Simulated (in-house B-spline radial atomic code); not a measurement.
Ionising As IX (As8+) with different functionals

Computed with an all-electron radial atomic-structure program (B-spline basis): non-relativistic Hamiltonian, point nucleus, spin-polarised at highest spin, spherical fractional occupations for the functionals, and exact exchange of hybrids averaged over the configuration. The ionisation energy is the difference of two self-consistent energies, [Ar] 3d7 → [Ar] 3d6, without Breit or QED terms; ε is the level of the shell that loses the electron (its least bound occupied spin orbital). There is no spin-orbit coupling in this Hamiltonian.

```tsv
method	rung	ΔSCF (eV)	-ε(3d) (eV)
PBE0	global hybrid	215.52	203.71
B3LYP	global hybrid	215.71	202.89
TPSSh	global hybrid	?	?
M06-2X	global hybrid	215.42	209.33
BHandHLYP	global hybrid	215.22	208.34
r2SCAN0	global hybrid	215.07	203.48
B97-1	global hybrid	215.59	202.99
HSE06	range-separated hybrid	215.44	203.21
wB97X	range-separated hybrid	215.26	205.40
CAM-B3LYP	range-separated hybrid	?	?
LC-wPBE	range-separated hybrid	215.67	204.79
```

(1) What does TPSSh give?

(2) What does CAM-B3LYP give?

(3) Among the functionals, which spreads more, the ΔSCF values or the orbital energies?

(4) How do they compare with the NIST value?

## Answers

(1) ΔSCF 215.37 eV, and -ε(3d) = 200.63 eV.

(2) ΔSCF 215.63 eV, and -ε(3d) = 204.88 eV.

(3) The orbital energies: ΔSCF values span about 0.64 eV and the orbital energies 8.70 eV; here energy differences depend much less on the functional than eigenvalues do.

(4) NIST lists 213 eV ± 2.2 (tabulated theory, ground level to ground level). Errors run from +2.07 to +2.71 eV; all lie within about twice that uncertainty, so the table can't rank the methods.
